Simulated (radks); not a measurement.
The numbers below are computed, except where a source is named.
Species: Tm. Configuration: [Xe] 4f13 6s2.

Code: a radial shooting solver on a logarithmic mesh with Libxc functionals. Model: scalar-relativistic Kohn-Sham, PBE, spin-polarised, spherical densities, finite nucleus; open shells are filled with parallel spins first (spin-orbit coupling, left out, can overturn this in heavy ions); Fermi nuclear charge, rms radius 5.2256 fm.

Energy parts (hartree):
| part | energy |
|---|---|
| total | -13566.0133 |
| kinetic | 14742.0478 |
| electron-nucleus | -33340.8387 |
| Hartree | 5317.9011 |
| exchange-correlation | -285.1234 |

Orbitals (lengths in bohr, moments of r in powers of bohr):
orbital	occ.	eigenvalue (hartree)	<1/r>
1s up	1	-2178.330	79.07
1s down	1	-2178.330	79.07
2s up	1	-367.5343	18.42
2s down	1	-367.5339	18.42
2p up	3	-324.5530	16.97
2p down	3	-324.5527	16.97
3s up	1	-82.60963	6.800
3s down	1	-82.59341	6.801
3p up	3	-69.58980	6.342
3p down	3	-69.57359	6.343
3d up	5	-53.50293	6.009
3d down	5	-53.49059	6.010
4s up	1	-16.28704	2.873
4s down	1	-16.25350	2.872
4p up	3	-12.00794	2.625
4p down	3	-11.97498	2.624
4d up	5	-6.32246	2.319
4d down	5	-6.29009	2.318
5s up	1	-1.96864	1.078
5s down	1	-1.95317	1.075
5p up	3	-0.99415	0.8873
5p down	3	-0.98334	0.8840
6s up	1	-0.14285	0.3158
6s down	1	-0.14199	0.3147
4f up	7	-0.12757	1.691
4f down	6	-0.09944	1.681

The highest occupied level is 4f down at -2.706 eV. The electron density at the nucleus is 1.002e+06 e/bohr^3 (large components only). The density falls to 0.001 e/bohr^3 at r = 5.07 bohr. For comparison, the ionisation energy in NIST's Atomic Spectra Database is 6.184 eV (measured). In exact Kohn-Sham theory the highest level is minus the ionisation energy, but local and semilocal functionals leave it too shallow, through self-interaction and a potential that decays too fast; potentials with the right tail come closer. Summed over all electrons, <r^2> = 73.73 bohr^2, which gives a Langevin (diamagnetic) susceptibility term of -58.4 x 10^-6 cm^3/mol. Spin moment in Bohr magnetons: 1.
